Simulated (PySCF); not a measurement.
Level of theory: PBE-D3(BJ)/def2-TZVP // PBE0-D3(BJ)/def2-TZVP run with PySCF 2.14.0. Isolated molecules, 0 K electronic values unless said otherwise. One relaxed conformer stands for a flexible species; it need not be the lowest. 

Reference species (SMILES): `[SiH]([SiH2][SiH3])=[SiH2]` (Si–Si–Si–Si torsion 96°) (neutral, multiplicity 1).

- HOMO: -5.26 eV
- LUMO: -2.84 eV

Changed species: `[Si]([SiH3])(=[SiH2])[SiH3]`.

Task: Predict the effect on the HOMO and LUMO.

Result: the HOMO is nearly the same; the LUMO goes up by 0.10 eV, to -2.74 eV.
